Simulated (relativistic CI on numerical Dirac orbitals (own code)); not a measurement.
## Zr16+: sensitivity of the levels to the model

Base calculation: Dirac-Coulomb-Breit CI, separate exchange-only KLI orbitals for each configuration, model QED, unscaled Slater integrals.

Configurations in the expansion (outside the closed core [Ne]): 3s²3p⁶3d⁶, 3s²3p⁵3d⁷, 3s²3p⁴3d⁸, 3s3p⁶3d⁷, 3p⁶3d⁸, 3s²3p⁶3d⁵4s, 3s3p⁵3d⁸, 3s²3p⁶3d⁵4p, 3s²3p⁶3d⁵4d, 3s²3p⁶3d⁴4s², 3s²3p⁶3d⁵4f, 3s²3p⁵3d⁶4s, 3s²3p⁴3d⁷4s, 3s²3p⁶3d⁵5s, 3s²3p⁶3d⁵5p, 3s3p⁶3d⁶4s. Levels of other configurations are missing.

Variants: (1) QED terms removed; (2) configuration mixing switched off. Shifts of the energy above 3s²3p⁶3d⁶ ⁵D4, in cm⁻¹, for the lowest level and the first level of each name with at least 55 % of one term (blank where a level changes its place among those of its configuration and J or its character, or is not in the variant):

| Level | Base | Δ(1) | Δ(2) |
| --- | --- | --- | --- |
| 3s²3p⁶3d⁶ ⁵D4 | 0.0 | 0.0 | 0.0 |
| 3s²3p⁶3d⁶ ⁵D3 | 11606.4 | -42.9 | -178.3 |
| 3s²3p⁶3d⁶ ⁵D2 | 15405.8 | -36.5 | +570.6 |
| 3s²3p⁶3d⁶ ⁵D1 | 19844.7 | -57.8 | +396.0 |
| 3s²3p⁶3d⁶ ⁵D0 | 21401.1 | -59.9 | +528.9 |
| 3s²3p⁶3d⁶ ³P2 | 62243.0 | -21.7 | +8559.5 |
| 3s²3p⁶3d⁶ ³H6 | 70609.4 | -25.9 | -3049.0 |
| 3s²3p⁶3d⁶ ³H5 | 71744.4 | -19.3 | -1984.4 |
| 3s²3p⁶3d⁶ ³F3 | 78055.1 | -35.2 | +3442.8 |
| 3s²3p⁶3d⁶ ³F2 | 80819.8 | -35.4 | +4683.7 |
| 3s²3p⁶3d⁶ ³H4 | 83765.1 | -71.3 |  |
| 3s²3p⁶3d⁶ ³P0 | 88392.4 | -54.2 | +9320.5 |
| 3s²3p⁶3d⁶ ³P1 | 91666.6 | -105.4 | +7992.0 |
| 3s²3p⁶3d⁶ ³G5 | 94683.3 | -80.7 | -925.9 |
| 3s²3p⁶3d⁶ ³G4 | 99025.0 | -69.5 | +944.6 |
| 3s²3p⁶3d⁶ ³G3 | 103211.4 | -92.0 | +1136.3 |
| 3s²3p⁶3d⁶ ³D2 | 106345.3 | -35.6 | +5678.0 |
| 3s²3p⁶3d⁶ ³D3 | 111455.1 | -54.4 | +4309.6 |
| 3s²3p⁶3d⁶ ³D1 | 111545.2 | -65.5 | +5218.4 |
| 3s²3p⁶3d⁶ ¹I6 | 114526.9 | -75.8 | -4467.2 |
| 3s²3p⁶3d⁶ ¹G4 | 122762.6 | -121.9 | +2372.7 |
| 3s²3p⁶3d⁶ ¹D2 | 134472.4 | -85.9 | +9919.6 |

At this charge energies of transitions that change n are usually good to better than 1 %, and those within a shell (Δn = 0) to a few per cent. Terms inside the open d or f shell come out 10 to 20 % too wide with unscaled integrals.

Ionisation energy from the two ground configurations alone: base 622.262 eV. The NIST ASD value (theoretical) is 622 eV.

LS names give the leading component of a level, which can be under half, so a name can repeat, a term be missing and a line seem to break the LS rules.
